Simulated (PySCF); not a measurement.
PySCF input (BP86/def2-SVP):

```python
from pyscf import gto, dft

mol = gto.M(
    atom='''
    C    -1.52198300   -0.72584300   -0.31559100
    C    -0.68373700    0.51506800    0.00317100
    Si    1.26310700    0.26784200    0.20426300
    H    -1.18260200   -1.18469400   -1.24854000
    H    -1.39726700   -1.48021200    0.46638800
    H    -2.60174800   -0.52101000   -0.41545300
    H    -0.83912000    1.27114900   -0.77878000
    H    -1.05293000    0.97680900    0.92931400
    H     1.45063200   -0.58308000   -1.07460800
    H     1.17385600   -0.96410200    1.13651400
    ''',
    basis='def2-svp',
    charge=-1,
    spin=0,
    verbose=4,
)

mf = dft.RKS(mol, xc='bp86')
mf.grids.level = 3
mf.conv_tol = 1e-9
mf.max_cycle = 100
mf.max_memory = 1500
mf.kernel()
if not mf.converged:
    mf = mf.newton()
    mf.kernel(mf.make_rdm1())
mf.dip_moment()
```

From the output:

```
    S. Lehtola, C. Steigemann, M. J. T. Oliveira, and M. A. L. Marques,  SoftwareX 7, 1–5 (2018)
XC functionals = bp86
    A. D. Becke,  Phys. Rev. A 38, 3098 (1988)
    J. P. Perdew,  Phys. Rev. B 33, 8822 (1986)
    J. P. Perdew,  Phys. Rev. B 34, 7406–7406 (1986)
radial grids:
    Treutler-Ahlrichs [JCP 102, 346 (1995); DOI:10.1063/1.469408] (M4) radial grids

becke partition: Becke, JCP 88, 2547 (1988); DOI:10.1063/1.454033
pruning grids: <function nwchem_prune>
grids dens level: 3
symmetrized grids: False
atomic radii adjust function: <function treutler_atomic_radii_adjust>
small_rho_cutoff = 0
Set gradient conv threshold to 3.16228e-05
Initial guess from minao.
tot grids = 116072
init E= -369.531497137334
  HOMO = -0.2128082629438  LUMO = -0.0327860009658769  gap/eV = 4.89866
cycle= 1 E= -369.67267570812  delta_E= -0.141  |g|= 0.531  |ddm|= 2.88
  HOMO = 0.126048179068822  LUMO = 0.240818910765809  gap/eV = 3.12307
cycle= 2 E= -369.532439017107  delta_E= 0.14  |g|= 0.888  |ddm|= 2.83
  HOMO = 0.0745464913925566  LUMO = 0.198333013093146  gap/eV = 3.36840
cycle= 3 E= -369.767713546404  delta_E= -0.235  |g|= 0.0957  |ddm|= 1.48
  HOMO = 0.0570879527547565  LUMO = 0.197013416695017  gap/eV = 3.80757
cycle= 4 E= -369.771225630413  delta_E= -0.00351  |g|= 0.0307  |ddm|= 0.425
  HOMO = 0.0581296749017213  LUMO = 0.195875766912892  gap/eV = 3.74826
cycle= 5 E= -369.771517791167  delta_E= -0.000292  |g|= 0.00971  |ddm|= 0.0762
  HOMO = 0.0585923054833666  LUMO = 0.195551619035601  gap/eV = 3.72685
cycle= 6 E= -369.771541269359  delta_E= -2.35e-05  |g|= 0.0026  |ddm|= 0.0175
  HOMO = 0.0583192064872073  LUMO = 0.195506909408405  gap/eV = 3.73307
cycle= 7 E= -369.771543354976  delta_E= -2.09e-06  |g|= 0.000324  |ddm|= 0.0058
  HOMO = 0.0583359470951796  LUMO = 0.195484046756025  gap/eV = 3.73199
cycle= 8 E= -369.771543362947  delta_E= -7.97e-09  |g|= 0.000127  |ddm|= 0.0011
  HOMO = 0.0583211264545009  LUMO = 0.195476517874088  gap/eV = 3.73219
cycle= 9 E= -369.771543356103  delta_E= 6.84e-09  |g|= 2.17e-05  |ddm|= 0.000439
  HOMO = 0.0583194662070761  LUMO = 0.195475442333618  gap/eV = 3.73220
cycle= 10 E= -369.771543370825  delta_E= -1.47e-08  |g|= 4.92e-06  |ddm|= 5.55e-05
  HOMO = 0.0583186397345288  LUMO = 0.195475088033306  gap/eV = 3.73222
cycle= 11 E= -369.771543356287  delta_E= 1.45e-08  |g|= 1.54e-06  |ddm|= 1.76e-05
  HOMO = 0.0583189832560311  LUMO = 0.195475178433723  gap/eV = 3.73221
cycle= 12 E= -369.771543356285  delta_E= 1.53e-12  |g|= 1.19e-07  |ddm|= 5.25e-06
  HOMO = 0.0583189834191056  LUMO = 0.195475205626043  gap/eV = 3.73221
Extra cycle  E= -369.771543356285  delta_E= 3.41e-13  |g|= 1.49e-07  |ddm|= 6.2e-07
converged SCF energy = -369.771543356285

WARN: System has nonzero charge -1; the dipole moment is origin-dependent.
Location of origin: [0. 0. 0.]

Dipole moment(X, Y, Z, Debye): -4.89572, -0.68413, -0.73075
```

The dipole moment of an ion depends on the origin.

The geometry given is a B3LYP-D3(BJ)/def2-TZVP minimum.
